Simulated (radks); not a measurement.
Values are calculated unless marked as measured or tabulated.
Ionisation of neutral zirconium, [Kr] 4d2 5s2, to [Kr] 4d2 5s1 as the strength of local exchange is varied. Level of theory: scalar-relativistic Kohn-Sham, Slater X-alpha exchange (alpha = 2/3 is LDA exchange), no correlation, spin-polarised, spherical densities, finite nucleus; open shells are filled with parallel spins first (spin-orbit coupling, left out, can overturn this in heavy ions); Fermi nuclear charge, rms radius 4.2694 fm (a radial shooting solver on a logarithmic mesh with Libxc functionals).

alpha  E(Zr) (hartree)  exchange (hartree)  IE (eV)  -e of the level emptied (eV)  <r> of it (bohr)
0.56       -3573.94566           -88.82089    4.996                    2.784 (5s)             4.056
0.562      -3574.26335           -89.14580    5.003                    2.791 (5s)             4.055
0.576      -3576.48794           -91.42162    5.050                    2.841 (5s)             4.043
0.667      -3590.98048          -106.27915    5.374                    3.188 (5s)             3.968
0.692      -3594.97185          -110.38049    5.467                    3.289 (5s)             3.946
0.703      -3596.72941          -112.18776    5.508                    3.333 (5s)             3.937
?          -3580.94115           -95.98123    5.148                    2.945 (5s)             4.020

Which alpha was used in the last row?

Answer. alpha = 0.604. NIST Atomic Spectra Database: 6.634 eV (measured). The central value is not met in this range of alpha. Open shells are spherical and high-spin; term and fine-structure splittings are not resolved.
